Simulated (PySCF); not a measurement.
SMILES C#CCCC(C)C (C₇H₁₂) at its GFN2-xTB optimised geometry (Å):

```
19

C      0.6078    -2.4063    -2.5139
C      0.9526    -1.9343    -1.4697
C      1.3570    -1.3478    -0.2085
C      0.7379     0.0396     0.0000
C     -0.7944     0.0396     0.0000
C     -1.3622    -0.7139     1.2007
C     -1.3081     1.4784     0.0000
H      0.3166    -2.8238    -3.4309
H      2.4480    -1.2602    -0.1988
H      1.0686    -2.0192     0.6043
H      1.0987     0.4463     0.9483
H      1.0867     0.6970    -0.8004
H     -1.1356    -0.4547    -0.9164
H     -1.0922    -1.7662     1.1693
H     -0.9904    -0.2854     2.1298
H     -2.4480    -0.6489     1.2054
H     -0.9747     2.0004     0.8950
H     -2.3952     1.4965    -0.0213
H     -0.9409     2.0192    -0.8694
```

Computed with B3LYP/def2-SVP (PySCF 2.14.0). Cells within 0.4 Å of a nucleus heavier than hydrogen are left out (blank, or x).

Map of the electrostatic potential (hartree/e), clipped to [-0.08, 0.12] on the plane z = 1.0 Å:

```
|0000000000000000000000000|
|0000000000000000000000000|
|0000000000000000000000000|
|0000000000000000000000000|
|0000000001110000000000000|
|0000000049931000000000000|
|0000000299992000000000000|
|0000001499992000000000000|
|0000112599952111100000000|
|0000012488632369521000000|
|0000011356643699941000000|
|0000112599975999951100000|
|0001479999996999941100000|
|0013999999996798521111000|
|00139999xx995455432111000|
|0002699999983345532111000|
|0000124999963489732111000|
|0000001499973699941110000|
|0000000299943699931100000|
|0000000024322379521000000|
|0000000001111122210000000|
|0000000000000011100000000|
|0000000000000000000000000|
|0000000000000000000000000|
|0000000000000000000000000|
```
Scale: ten equal steps from -0.002 (start of '0') to 0.120 (end of '9'), in the order '0123456789'; x runs from -4.50 to 4.50, y from -4.50 (bottom) to 4.50 (top).
